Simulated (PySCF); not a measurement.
Predicted microwave data (PBE0/pcSseg-1 in PySCF (dipole) on a GFN2-xTB geometry, gas phase) for one isomer of C6H12ClFO:

- Rotational constants: A = 1841, B = 983.0, C = 858.4 MHz
- Dipole components: |μa| = 0.80 D, |μb| = 0.73 D, |μc| = 0.49 D
- Inertial defect: -199.89 u·Å²
- κ: -0.75

Task: Which candidate fits, each taken in the one conformer that was computed?
A. `[CH3:1][CH2:2][C@@H:3]([CH2:4][O:5][CH3:6])[C@@H:7]([F:8])[Cl:9]` with C1–C2–C3–C4 73°, C2–C3–C4–O5 -175°, C3–C4–O5–C6 180°, C2–C3–C7–F8 -53°
B. `[CH3:1][O:2][C@@:3]([CH3:4])([CH2:5][Cl:6])[C@H:7]([CH3:8])[F:9]` with C1–O2–C3–C4 -170°, O2–C3–C5–Cl6 -54°, O2–C3–C7–C8 43°
C. `[CH3:1][O:2][C@@:3]([CH3:4])([CH2:5][Cl:6])[C@@H:7]([CH3:8])[F:9]` with C1–O2–C3–C4 51°, O2–C3–C5–Cl6 174°, O2–C3–C7–C8 -47°
D. `[CH3:1][CH2:2][C@:3]([CH2:4][F:5])([CH2:6][Cl:7])[O:8][CH3:9]` with C1–C2–C3–C4 179°, C2–C3–C4–F5 44°, C2–C3–C6–Cl7 56°, C2–C3–O8–C9 -62°
E. `[CH3:1][O:2][C@:3]([CH3:4])([CH2:5][F:6])[CH2:7][CH2:8][Cl:9]` with C1–O2–C3–C4 56°, O2–C3–C5–F6 80°, O2–C3–C7–C8 -59°, C3–C7–C8–Cl9 175°

Result: C. It is CO[C@@](C)(CCl)[C@@H](C)F, an asymmetric top, point group C1. The candidates at the same level (rigid rotor, commonest isotopes):

```
                   SMILES  A (MHz)  B (MHz)  C (MHz)  μa (D)  μb (D)  μc (D)  Δ (u·Å²)  point group                        rotor
 CC[C@@H](COC)[C@@H](F)Cl     1495    879.5    656.2    2.84    1.29    0.01   -142.57           C1               asymmetric top
        CC[C@](CF)(CCl)OC     1679    990.3    837.3    0.98    0.54    0.70   -207.79           C1               asymmetric top
        CO[C@](C)(CF)CCCl     2576    615.7    568.9    1.70    0.04    0.78   -128.55           C1  near-prolate asymmetric top
CO[C@@](C)(CCl)[C@@H](C)F     1841    983.0    858.4    0.80    0.73    0.49   -199.89           C1               asymmetric top
 CO[C@@](C)(CCl)[C@H](C)F     2039    912.7    880.0    1.77    0.92    0.42   -227.35           C1  near-prolate asymmetric top
```

`CC[C@](CF)(CCl)OC` has A 9 % too low; `CO[C@@](C)(CCl)[C@H](C)F` has A 11 % too high; `CC[C@@H](COC)[C@@H](F)Cl` has C 24 % too low; `CO[C@](C)(CF)CCCl` has A 40 % too high. No structure here is proved a minimum.
